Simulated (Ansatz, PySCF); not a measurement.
Reaction (SMILES): C[SiH2]O[SiH3] → C[SiH2] + [O][SiH3] (the O-Si bond at the site shown breaks; other sites are not compared here)
Each molecule is optimised on its own at B3LYP-D3(BJ)/def2-TZVP (Ansatz, an electronic-structure program), one conformer each, not searched for the lowest.

Wanted: bond dissociation energy (enthalpy at 298 K, with B3LYP-D3(BJ) rigid-rotor harmonic-oscillator terms from PySCF), in eV. Correlated levels leave the core frozen unless marked. UHF or UKS for open shells. No spin-orbit coupling. Non-relativistic. CBS(X,Y): correlation extrapolated as X^-3; Hartree-Fock from the larger set. [CCSD(T)-MP2]/basis is that difference in the basis named.

RI-MP2/CBS(cc-pV(T+d)Z,cc-pV(Q+d)Z)+[CCSD(T)-MP2]/cc-pV(T+d)Z (Ansatz) gives 5.81 eV.

Q: Another calculation gave 5.48 eV. Which level was it?
A) PBE/def2-TZVPD (Ansatz)
B) LC-wPBE/def2-TZVPD (Ansatz)
C) SVWN5/def2-TZVPD (Ansatz)
D) PBE-QIDH/def2-TZVPD (Ansatz)

A: B, LC-wPBE/def2-TZVPD (Ansatz). The others give 5.20 (PBE), 5.96 (SVWN5), 5.66 (PBE-QIDH) eV.
